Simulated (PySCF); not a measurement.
Match the calculated data to a structure.

All candidates are C6H13NSi.

| technique | computed result |
| --- | --- |
| 13C NMR | chemical shifts (computed TMS as zero) by class: 81.1 (1 C), 80.2 (1 C), 31.5 (1 C), 5.2 (1 C), 5.0 (1 C), -4.4 (1 C) ppm [GIAO PBE0/pcSseg-1] |
| NMR, other nuclei | isotropic shieldings of nuclei other than C and H, by class: 242 (1 N), 364 (1 Si) ppm [GIAO PBE0/pcSseg-1] |
| Dipole | 0.99 D [PBE0/pcSseg-1] |
| 1H NMR | chemical shifts (computed TMS as zero) by class: 4.99 (1 H), 2.67 (3 H), 2.10 (1 H), 1.94 (3 H), 1.52 (1 H), 0.12 (3 H), -0.17 (1 H) ppm [GIAO PBE0/pcSseg-1] |
| Rotational structure | rotational constants A, B, C: 3.406, 0.719, 0.624 GHz [GFN2-xTB] |

Gas-phase values; electronic properties from PySCF, density fitting. Levels stand in brackets. Isolated species at its GFN2-xTB geometry (one conformer only). GFN2-xTB frequencies show an imaginary mode (26i cm⁻¹), so this geometry is no minimum at that level. NMR classes are plain means over equivalent atoms (diastereotopic ones count apart unless rotation or inversion swaps them), as if these changed places fast.

Question: Which candidate is it?
A. `CC#CC[Si@@H](C)NC`
B. `C=C([SiH3])/C=N\C(C)C`
C. `C=CC[C@H](C)[SiH2]N=C`

Answer: A. It is `CC#CC[Si@@H](C)NC`. Numbering: `[CH3:1][C:2]#[C:3][CH2:4][Si@@H:5]([CH3:6])[NH:7][CH3:8]`. Its formula, C6H13NSi, gives 2 degrees of unsaturation: 0 rings and 2 π bonds in the structure found. 6 carbons fall into 6 classes; from least to most shielded: alkyne carbon [C3] (81.1 ppm), alkyne carbon [C2] (80.2 ppm), N-methyl carbon [C8] (31.5 ppm), sp3 carbon bound to silicon [C4] (5.2 ppm), propargylic carbon [C1] (5.0 ppm), Si-methyl carbon [C6] (-4.4 ppm). Hydrogen classes from least to most shielded: 1 H on an SiH silicon, Si5 (4.99 ppm), 3 H on an N-methyl carbon, C8 (2.67 ppm), 1 H on an sp3 carbon bound to silicon, C4 (2.10 ppm), 3 H on a propargylic carbon, C1 (1.94 ppm), 1 H on an sp3 carbon bound to silicon, C4 (1.52 ppm), 3 H on an Si-methyl carbon, C6 (0.12 ppm), 1 H on a silicon-bound nitrogen, N7 (-0.17 ppm). The other shieldings belong to: 242 ppm, silicon-bound nitrogen [N7]; 364 ppm, SiH silicon [Si5]. The optimised geometry has point group C1 and is an asymmetric top.

The others, at the same levels:
- `C=C([SiH3])/C=N\C(C)C` fails: it has 5 carbon classes against 6; its computed 13C shifts are 165.8 (1 C), 153.2 (1 C), 137.3 (1 C), 55.2 (1 C), 27.3 (2 C) ppm, 1H shifts are 8.22 (1 H), 6.08 (1 H), 5.93 (1 H), 4.20 (3 H), 3.94 (1 H), 1.20 (6 H) ppm and rotational constant A is 2.676 GHz (against 3.406 GHz).
- `C=CC[C@H](C)[SiH2]N=C` fails: its computed 13C shifts are 175.1 (1 C), 150.4 (1 C), 121.7 (1 C), 47.1 (1 C), 20.0 (1 C), 19.4 (1 C) ppm, 1H shifts are 8.76 (1 H), 8.59 (1 H), 6.00 (1 H), 5.38 (1 H), 4.96 (1 H), 4.96 (1 H), 4.77 (1 H), 2.56 (1 H), 2.04 (1 H), 1.30 (1 H), 1.21 (3 H) ppm and rotational constant A is 1.864 GHz (against 3.406 GHz).

Each candidate is one conformer, not necessarily the lowest. Dipoles, sizes and rotational constants follow the conformer. The torsions of the flexible species, by atom-mapped SMILES:
- `[CH3:1][C:2]#[C:3][CH2:4][Si@@H:5]([CH3:6])[NH:7][CH3:8]`: C3–C4–Si5–C6 62°, C4–Si5–N7–C8 60°
- `[CH2:1]=[C:2]([SiH3:3])/[CH:4]=[N:5]\[CH:6]([CH3:7])[CH3:8]`: C1–C2–C4–N5 81°, C4–N5–C6–C7 -118°
- `[CH2:1]=[CH:2][CH2:3][C@H:4]([CH3:5])[SiH2:6][N:7]=[CH2:8]`: C1–C2–C3–C4 -120°, C2–C3–C4–C5 -177°, C3–C4–Si6–N7 -85°, C4–Si6–N7–C8 118°
